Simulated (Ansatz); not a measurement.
Input (CCSDT(Q)/cc-pVDZ; Ansatz, a quantum-chemistry and plane-wave program):

Ansatz 0.2 input:
```yaml
crystal:
  periodic: [false, false, false]
  atoms:
    - {symbol: B, position_ang: [0.21388163, 0.28688469, -0.44602276]}
    - {symbol: C, position_ang: [-1.18581621, -0.39091665, -0.30082474]}
    - {symbol: H, position_ang: [-1.32764238, -1.14200213, -1.08215430]}
    - {symbol: H, position_ang: [-1.98137390, 0.34584153, -0.43864813]}
    - {symbol: H, position_ang: [-1.32978854, -0.87607407, 0.67464243]}
    - {symbol: O, position_ang: [1.20575234, 0.33607726, 0.44787121]}
    - {symbol: H, position_ang: [1.03827522, -0.10530697, 1.29825257]}
basis:
  gaussian:
    orbitals: cc-pVDZ
magnetization: {spin_polarized: true, initial_magnetization: 1}
correlation: {method: ccsdt_q, electrons: outside_noble_gas}
```

Output:

```
Functional definition: HF
integrals: 0.07 GiB planned
1169 factors; integrals over basis functions are off by at most 1.5e-7 eV
mean field: 0.20 GiB planned
mean field evaluation 1: about -3799.6362 eV, gradient 2.4e1 eV
mean field evaluation 2: about -3799.7146 eV, gradient 2.4e1 eV
mean field evaluation 4: about -3802.6172 eV, gradient 3.0e0 eV
mean field evaluation 8: about -3802.7374 eV, gradient 2.0e-1 eV
mean field evaluation 16: about -3802.7383 eV, gradient 2.1e-6 eV
mean field evaluation 32: about -3799.3750 eV, gradient 7.1e-1 eV
mean field evaluation 64: about -3799.3843 eV, gradient 8.4e-4 eV
mean field -3802.73827870 eV, -139.7480541537 hartree, gradient 2.1e-6 eV, S^2 0.753687; 1 other end points of the search recorded, 0 dependent functions left out
determinant -3802.73827870 eV, -139.7480541537 hartree, with singles and doubles -3814.31506035 eV, -140.1734930323 hartree
determinant -3799.38430185 eV, -139.6247977776 hartree, with singles and doubles -3811.03588611 eV, -140.0529856016 hartree
3 core orbitals not correlated
reference -3802.73827870 eV, -139.7480541537 hartree; 9, 8 occupied and 50, 51 virtual orbitals, 1169 factors
second order -10.76056065 eV of doubles, -0.00000000 eV of singles
coupled cluster: 3.06 GiB planned
cycle   1  -11.22117312 eV  change   -4.6e-1 eV  update   8.8e-2
cycle   2  -11.65728911 eV  change   -4.4e-1 eV  update   3.8e-2
cycle   3  -11.92157099 eV  change   -2.6e-1 eV  update   2.2e-2
cycle   4  -11.90397033 eV  change    1.8e-2 eV  update   7.4e-3
cycle   5  -11.89352777 eV  change    1.0e-2 eV  update   4.3e-3
cycle   6  -11.89694323 eV  change   -3.4e-3 eV  update   1.8e-3
cycle   7  -11.89837467 eV  change   -1.4e-3 eV  update   9.4e-4
cycle   8  -11.89815795 eV  change    2.2e-4 eV  update   4.0e-4
cycle   9  -11.89814663 eV  change    1.1e-5 eV  update   2.1e-4
cycle  10  -11.89824490 eV  change   -9.8e-5 eV  update   8.1e-5
cycle  11  -11.89811135 eV  change    1.3e-4 eV  update   4.4e-5
cycle  12  -11.89814482 eV  change   -3.3e-5 eV  update   2.0e-5
cycle  13  -11.89816801 eV  change   -2.3e-5 eV  update   9.2e-6
cycle  14  -11.89817685 eV  change   -8.8e-6 eV  update   4.8e-6
cycle  15  -11.89818084 eV  change   -4.0e-6 eV  update   2.0e-6
cycle  16  -11.89818119 eV  change   -3.5e-7 eV  update   9.5e-7
perturbative correction -0.02412978 eV, -0.0008867529 hartree
Total energy: -3814.66058966 eV, -140.1861910003 hartree
```
